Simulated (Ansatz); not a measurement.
# Nudged elastic band run: F$_{3}$H$_{5}$O$_{3}$W

Input:

```yaml
crystal:
  periodic: [false, false, false]
  atoms:
    - { symbol: W, position_ang: [0.096633, -0.146268, 0.263187] }
    - { symbol: F, position_ang: [0.101249, 0.103055, 2.133185] }
    - { symbol: H, position_ang: [1.634422, -0.76963, 0.646285] }
    - { symbol: F, position_ang: [-0.635837, 1.666885, 0.194899] }
    - { symbol: F, position_ang: [-1.729824, -0.660695, 0.367576] }
    - { symbol: O, position_ang: [0.168071, -2.035068, -0.078192] }
    - { symbol: H, position_ang: [-0.72039, -2.395773, -0.238527] }
    - { symbol: O, position_ang: [0.567554, 0.180093, -1.522593] }
    - { symbol: H, position_ang: [0.734115, 1.067761, -1.873213] }
    - { symbol: O, position_ang: [1.724782, 1.448444, 0.59432] }
    - { symbol: H, position_ang: [2.245752, 1.279155, 1.39519] }
    - { symbol: H, position_ang: [1.144775, 2.21504, 0.775782] }
basis:
  gaussian: { orbitals: def2-SVP }
hamiltonian:
  xc: b3lyp
  dispersion: d4
neb:
  order_check: false
  images: 5
  f_tol: 0.03
  max_iterations: 60
  final_atoms:
    - { symbol: W, position_ang: [0.27940782, 0.34310259, -0.13746626] }
    - { symbol: F, position_ang: [0.72373448, -0.1132077, 2.73281178] }
    - { symbol: H, position_ang: [1.69737023, -0.57047829, 0.08429992] }
    - { symbol: F, position_ang: [-0.4994546, 1.71909944, -1.21385982] }
    - { symbol: F, position_ang: [-1.06923045, 0.72926167, 1.19432716] }
    - { symbol: O, position_ang: [-0.41401224, -1.39264251, 0.11073008] }
    - { symbol: H, position_ang: [0.0231996, -2.17733394, -0.24902886] }
    - { symbol: O, position_ang: [0.84588086, -0.14236398, -1.89778118] }
    - { symbol: H, position_ang: [0.48563415, 0.42674146, -2.59765706] }
    - { symbol: O, position_ang: [1.42941426, 1.59065269, 0.65165169] }
    - { symbol: H, position_ang: [1.99099426, 1.37146244, 1.4116467] }
    - { symbol: H, position_ang: [-0.16163636, 0.16870511, 2.56822485] }
  initial_path:
    images:
      - { positions_ang: [[0.096633, -0.146268, 0.263187], [0.101249, 0.103055, 2.133185], [1.634422, -0.76963, 0.646285], [-0.635837, 1.666885, 0.194899], [-1.729824, -0.660695, 0.367576], [0.168071, -2.035068, -0.078192], [-0.72039, -2.395773, -0.238527], [0.567554, 0.180093, -1.522593], [0.734115, 1.067761, -1.873213], [1.724782, 1.448444, 0.59432], [2.245752, 1.279155, 1.39519], [1.144775, 2.21504, 0.775782]] }
      - { positions_ang: [[0.06650977, -0.094544, 0.16942515], [0.0423866, 0.06369728, 2.1488758], [1.66458382, -0.51846656, 0.44599795], [-0.41307908, 1.7307895, 0.13093302], [-1.76730879, -0.4285165, 0.21624331], [0.10498618, -2.00030388, -0.06553622], [-0.37259616, -2.35813577, 0.1215393], [0.404443, 0.13006166, -1.66727827], [0.69918308, 0.98459025, -2.00379764], [1.64075492, 1.46997483, 0.64939019], [2.22271797, 1.20067277, 1.36717668], [1.0387207, 1.77317943, 1.14492974]] }
      - { positions_ang: [[0.03638654, -0.04282, 0.07566329], [-0.0164758, 0.02433956, 2.1645666], [1.69474564, -0.26730312, 0.2457109], [-0.19032116, 1.794694, 0.06696704], [-1.80479358, -0.196338, 0.06491062], [0.04190137, -1.96553976, -0.05288043], [-0.02480232, -2.32049855, 0.4816056], [0.241332, 0.08003033, -1.81196354], [0.66425116, 0.9014195, -2.13438227], [1.55672783, 1.49150565, 0.70446037], [2.19968394, 1.12219054, 1.33916336], [0.9326664, 1.33131886, 1.51407748]] }
      - { positions_ang: [[0.0062633, 0.00890399, -0.01809856], [-0.0753382, -0.01501816, 2.1802574], [1.72490746, -0.01613968, 0.04542384], [0.03243675, 1.8585985, 0.00300106], [-1.84227837, 0.0358405, -0.08642208], [-0.02118345, -1.93077565, -0.04022465], [0.32299152, -2.28286132, 0.8416719], [0.078221, 0.02999899, -1.95664882], [0.62931924, 0.81824875, -2.26496691], [1.47270075, 1.51303648, 0.75953056], [2.1766499, 1.04370831, 1.31115003], [0.8266121, 0.88945828, 1.88322522]] }
      - { positions_ang: [[0.09731148, 0.12030353, -0.0578878], [0.19101936, -0.04774801, 2.36444219], [1.71572838, -0.20091922, 0.05838253], [-0.14486036, 1.81209881, -0.40261923], [-1.58459573, 0.26698089, 0.34049434], [-0.15212638, -1.75139794, 0.01009359], [0.22306088, -2.24768552, 0.47810498], [0.33410762, -0.02745533, -1.93702627], [0.58142421, 0.68774632, -2.37586363], [1.45827192, 1.53890855, 0.72357093], [2.11476469, 1.15295969, 1.34464892], [0.49719595, 0.64920723, 2.11155843]] }
      - { positions_ang: [[0.18835965, 0.23170306, -0.09767703], [0.45737692, -0.08047785, 2.54862699], [1.7065493, -0.38569875, 0.07134123], [-0.32215748, 1.76559913, -0.80823953], [-1.32691309, 0.49812128, 0.76741075], [-0.28306931, -1.57202022, 0.06041184], [0.12313024, -2.21250973, 0.11453806], [0.58999424, -0.08490965, -1.91740372], [0.53352918, 0.55724389, -2.48676034], [1.44384309, 1.56478062, 0.68761131], [2.05287948, 1.26221106, 1.37814781], [0.16777979, 0.40895617, 2.33989164]] }
      - { positions_ang: [[0.27940782, 0.34310259, -0.13746626], [0.72373448, -0.1132077, 2.73281178], [1.69737023, -0.57047829, 0.08429992], [-0.4994546, 1.71909944, -1.21385982], [-1.06923045, 0.72926167, 1.19432716], [-0.41401224, -1.39264251, 0.11073008], [0.0231996, -2.17733394, -0.24902886], [0.84588086, -0.14236398, -1.89778118], [0.48563415, 0.42674146, -2.59765706], [1.42941426, 1.59065269, 0.65165169], [1.99099426, 1.37146244, 1.4116467], [-0.16163636, 0.16870511, 2.56822485]] }
```

Command:

```bash
$ ansatz run input.yaml --threads 4 --pin off --max-ram 5120MiB --backend cpu --events-out ev --progress --plain --runs-dir out
```

Output, in part (warnings, iteration lines, the closing report on the highest movable image, with atoms numbered from 0):

```
NEB end point (image 0): max|allowed force component| = 2.778e-2 eV/Å (the criterion of neb.relax_end_points is 1.000e-2)
NEB end point (image 6): max|allowed force component| = 8.056e-3 eV/Å (the criterion of neb.relax_end_points is 1.000e-2)
NEB iter   1: max|band force component| = 6.187e1 eV/Å  barrier→ = 12.1678 eV  barrier← = 11.5233 eV  Δτ_max = 0.2000 Å  (240 SCF iters)
NEB iter   2: max|band force component| = 1.166e1 eV/Å  barrier→ = 3.2321 eV  barrier← = 2.5876 eV  Δτ_max = 0.2000 Å  (201 SCF iters)
NEB iter   3: max|band force component| = 7.533e0 eV/Å  barrier→ = 2.0842 eV  barrier← = 1.4397 eV  Δτ_max = 0.2000 Å  (202 SCF iters)
NEB iter   4: max|band force component| = 1.673e0 eV/Å  barrier→ = 1.5943 eV  barrier← = 0.9498 eV  Δτ_max = 0.1962 Å  (203 SCF iters)
NEB iter   5: max|band force component| = 9.634e-1 eV/Å  barrier→ = 1.3863 eV  barrier← = 0.7418 eV  Δτ_max = 0.2000 Å  (185 SCF iters)
NEB iter   6: max|band force component| = 1.148e0 eV/Å  barrier→ = 1.3011 eV  barrier← = 0.6566 eV  Δτ_max = 0.0993 Å  (181 SCF iters)
NEB iter   7: max|band force component| = 1.164e0 eV/Å  barrier→ = 1.2671 eV  barrier← = 0.6226 eV  Δτ_max = 0.0502 Å  (174 SCF iters)
NEB iter   8: max|band force component| = 1.247e0 eV/Å  barrier→ = 1.2397 eV  barrier← = 0.5952 eV  Δτ_max = 0.0502 Å  (173 SCF iters)
NEB iter   9: max|band force component| = 1.072e0 eV/Å  barrier→ = 1.2152 eV  barrier← = 0.5707 eV  Δτ_max = 0.1006 Å  (178 SCF iters)
NEB iter  10: max|band force component| = 9.529e-1 eV/Å  barrier→ = 1.1844 eV  barrier← = 0.5399 eV  Δτ_max = 0.1004 Å  (181 SCF iters)
NEB iter  11: max|band force component| = 5.914e-1 eV/Å  barrier→ = 1.1533 eV  barrier← = 0.5087 eV  Δτ_max = 0.1971 Å  (177 SCF iters)
NEB iter  12: max|band force component| = 6.413e-1 eV/Å  barrier→ = 1.1470 eV  barrier← = 0.5025 eV  Δτ_max = 0.1989 Å  (189 SCF iters)
NEB iter  13: max|band force component| = 8.906e-1 eV/Å  barrier→ = 1.0961 eV  barrier← = 0.4516 eV  Δτ_max = 0.1001 Å  (194 SCF iters)
NEB iter  14: max|band force component| = 7.383e-1 eV/Å  barrier→ = 1.0155 eV  barrier← = 0.3710 eV  Δτ_max = 0.1006 Å  (171 SCF iters)
NEB iter  15: max|band force component| = 6.606e-1 eV/Å  barrier→ = 0.9820 eV  barrier← = 0.3375 eV  CI = image 3  Δτ_max = 0.2000 Å  (171 SCF iters)
NEB iter  16: max|band force component| = 8.203e-1 eV/Å  barrier→ = 1.2465 eV  barrier← = 0.6020 eV  CI = image 3  Δτ_max = 0.1013 Å  (189 SCF iters)
NEB iter  17: max|band force component| = 1.529e0 eV/Å  barrier→ = 1.2152 eV  barrier← = 0.5707 eV  CI = image 3  Δτ_max = 0.0502 Å  (172 SCF iters)
NEB iter  18: max|band force component| = 3.957e-1 eV/Å  barrier→ = 1.2104 eV  barrier← = 0.5659 eV  CI = image 3  Δτ_max = 0.1005 Å  (176 SCF iters)
NEB iter  19: max|band force component| = 4.547e-1 eV/Å  barrier→ = 1.2047 eV  barrier← = 0.5602 eV  CI = image 3  Δτ_max = 0.0502 Å  (172 SCF iters)
NEB iter  20: max|band force component| = 2.300e-1 eV/Å  barrier→ = 1.1974 eV  barrier← = 0.5529 eV  CI = image 3  Δτ_max = 0.1015 Å  (177 SCF iters)
NEB iter  21: max|band force component| = 1.848e-1 eV/Å  barrier→ = 1.1872 eV  barrier← = 0.5427 eV  CI = image 3  Δτ_max = 0.1018 Å  (179 SCF iters)
NEB iter  22: max|band force component| = 1.708e-1 eV/Å  barrier→ = 1.1747 eV  barrier← = 0.5302 eV  CI = image 3  Δτ_max = 0.1016 Å  (173 SCF iters)
NEB iter  23: max|band force component| = 2.506e-1 eV/Å  barrier→ = 1.1634 eV  barrier← = 0.5189 eV  CI = image 3  Δτ_max = 0.0507 Å  (171 SCF iters)
NEB iter  24: max|band force component| = 1.237e-1 eV/Å  barrier→ = 1.1546 eV  barrier← = 0.5101 eV  CI = image 3  Δτ_max = 0.0999 Å  (174 SCF iters)
NEB iter  25: max|band force component| = 1.381e-1 eV/Å  barrier→ = 1.1474 eV  barrier← = 0.5029 eV  CI = image 3  Δτ_max = 0.0502 Å  (172 SCF iters)
NEB iter  26: max|band force component| = 1.817e-1 eV/Å  barrier→ = 1.1428 eV  barrier← = 0.4983 eV  CI = image 3  Δτ_max = 0.0250 Å  (175 SCF iters)
NEB iter  27: max|band force component| = 1.420e-1 eV/Å  barrier→ = 1.1411 eV  barrier← = 0.4966 eV  CI = image 3  Δτ_max = 0.0251 Å  (179 SCF iters)
NEB iter  28: max|band force component| = 1.915e-1 eV/Å  barrier→ = 1.1397 eV  barrier← = 0.4952 eV  CI = image 3  Δτ_max = 0.0501 Å  (178 SCF iters)
NEB iter  29: max|band force component| = 1.463e-1 eV/Å  barrier→ = 1.1382 eV  barrier← = 0.4937 eV  CI = image 3  Δτ_max = 0.1019 Å  (175 SCF iters)
NEB iter  30: max|band force component| = 5.205e-1 eV/Å  barrier→ = 1.1384 eV  barrier← = 0.4939 eV  CI = image 3  Δτ_max = 0.0503 Å  (181 SCF iters)
NEB iter  31: max|band force component| = 1.970e-1 eV/Å  barrier→ = 1.1379 eV  barrier← = 0.4934 eV  CI = image 3  Δτ_max = 0.1008 Å  (177 SCF iters)
NEB iter  32: max|band force component| = 1.835e-1 eV/Å  barrier→ = 1.1376 eV  barrier← = 0.4931 eV  CI = image 3  Δτ_max = 0.1012 Å  (179 SCF iters)
NEB iter  33: max|band force component| = 1.591e-1 eV/Å  barrier→ = 1.1376 eV  barrier← = 0.4930 eV  CI = image 3  Δτ_max = 0.1014 Å  (171 SCF iters)
NEB iter  34: max|band force component| = 9.404e-2 eV/Å  barrier→ = 1.1375 eV  barrier← = 0.4930 eV  CI = image 3  Δτ_max = 0.1015 Å  (161 SCF iters)
NEB iter  35: max|band force component| = 1.069e-1 eV/Å  barrier→ = 1.1375 eV  barrier← = 0.4930 eV  CI = image 3  Δτ_max = 0.0505 Å  (158 SCF iters)
NEB iter  36: max|band force component| = 1.210e-1 eV/Å  barrier→ = 1.1375 eV  barrier← = 0.4930 eV  CI = image 3  Δτ_max = 0.0505 Å  (148 SCF iters)
NEB iter  37: max|band force component| = 1.074e-1 eV/Å  barrier→ = 1.1374 eV  barrier← = 0.4929 eV  CI = image 3  Δτ_max = 0.1018 Å  (149 SCF iters)
NEB iter  38: max|band force component| = 1.707e-1 eV/Å  barrier→ = 1.1374 eV  barrier← = 0.4929 eV  CI = image 3  Δτ_max = 0.0505 Å  (149 SCF iters)
NEB iter  39: max|band force component| = 9.380e-2 eV/Å  barrier→ = 1.1374 eV  barrier← = 0.4929 eV  CI = image 3  Δτ_max = 0.0503 Å  (151 SCF iters)
NEB iter  40: max|band force component| = 9.150e-2 eV/Å  barrier→ = 1.1374 eV  barrier← = 0.4929 eV  CI = image 3  Δτ_max = 0.0505 Å  (150 SCF iters)
NEB iter  41: max|band force component| = 1.445e-1 eV/Å  barrier→ = 1.1374 eV  barrier← = 0.4929 eV  CI = image 3  Δτ_max = 0.0251 Å  (144 SCF iters)
NEB iter  42: max|band force component| = 8.833e-2 eV/Å  barrier→ = 1.1374 eV  barrier← = 0.4929 eV  CI = image 3  Δτ_max = 0.0504 Å  (144 SCF iters)
NEB iter  43: max|band force component| = 2.365e-1 eV/Å  barrier→ = 1.1374 eV  barrier← = 0.4929 eV  CI = image 3  Δτ_max = 0.0250 Å  (136 SCF iters)
NEB iter  44: max|band force component| = 9.521e-2 eV/Å  barrier→ = 1.1374 eV  barrier← = 0.4929 eV  CI = image 3  Δτ_max = 0.0354 Å  (138 SCF iters)
NEB iter  45: max|band force component| = 3.437e-2 eV/Å  barrier→ = 1.1374 eV  barrier← = 0.4929 eV  CI = image 3  Δτ_max = 0.0500 Å  (134 SCF iters)
NEB iter  46: max|band force component| = 4.831e-2 eV/Å  barrier→ = 1.1374 eV  barrier← = 0.4929 eV  CI = image 3  Δτ_max = 0.0250 Å  (133 SCF iters)
NEB iter  47: max|band force component| = 4.233e-2 eV/Å  barrier→ = 1.1374 eV  barrier← = 0.4929 eV  CI = image 3  Δτ_max = 0.0250 Å  (135 SCF iters)
NEB iter  48: max|band force component| = 5.386e-2 eV/Å  barrier→ = 1.1374 eV  barrier← = 0.4929 eV  CI = image 3  Δτ_max = 0.0125 Å  (134 SCF iters)
NEB iter  49: max|band force component| = 2.416e-2 eV/Å  barrier→ = 1.1374 eV  barrier← = 0.4929 eV  CI = image 3  Δτ_max = 0.0000 Å  (303 SCF iters)
Total energy: -16193.09902585 eV, -595.0854131231 hartree
Atom 0 at     0.084986     0.122437     0.103237 Å, force    -0.000078    -0.000058    -0.000078 eV/Å
Atom 1 at     0.370502    -0.201955     2.270026 Å, force    -0.000002    -0.000066     0.000021 eV/Å
Atom 2 at     1.563408    -0.605772     0.506307 Å, force     0.000018     0.000045     0.000009 eV/Å
Atom 3 at    -0.452507     1.577870    -1.012360 Å, force     0.000025     0.000019     0.000021 eV/Å
Atom 4 at    -1.591654     0.408505     0.917248 Å, force     0.000043     0.000017    -0.000028 eV/Å
Atom 5 at    -0.472839    -1.651287    -0.089933 Å, force     0.000104     0.000049     0.000009 eV/Å
Atom 6 at     0.043881    -2.328965    -0.549253 Å, force    -0.000066    -0.000033     0.000005 eV/Å
Atom 7 at     1.113639    -0.142291    -1.506132 Å, force    -0.000042    -0.000016     0.000012 eV/Å
Atom 8 at     0.789814     0.434253    -2.219140 Å, force     0.000014    -0.000012    -0.000011 eV/Å
Atom 9 at     1.055920     1.596909     1.182720 Å, force    -0.000151     0.000088    -0.000004 eV/Å
Atom 10 at     1.925210     1.957300     0.959679 Å, force     0.000051    -0.000059     0.000031 eV/Å
Atom 11 at     0.900943     0.785996     2.095498 Å, force     0.000083     0.000025     0.000012 eV/Å
Dipole moment:     0.738922    -0.036164    -0.378691 e Å
```

The run converged. A vibrational analysis at the climbing image gives one clearly imaginary mode, 668i cm⁻¹: a first-order saddle point. The orbitals stay closed-shell, which can raise the energy where a bond breaks towards radicals; this wasn't checked here.

Final band (atoms are numbered from 1 in the order of the input):

```tsv
image	path coordinate (Å)	energy (kJ/mol)	W1–F2 (Å)	O10–H12 (Å)	F2–H12 (Å)
0	0.00	0.0	1.89	0.98	2.72
1	1.63	20.7	1.90	0.97	2.12
2	3.27	35.8	1.91	0.97	2.07
3	4.90	109.7	2.21	1.23	1.13
4	6.41	75.1	2.56	1.75	0.95
5	7.91	63.4	2.52	2.85	0.96
6	9.42	62.2	2.94	2.87	0.94
```

The run took 12 min on 4 threads of Arm Neoverse V2, with other jobs on the host, peak memory 0.43 GiB.
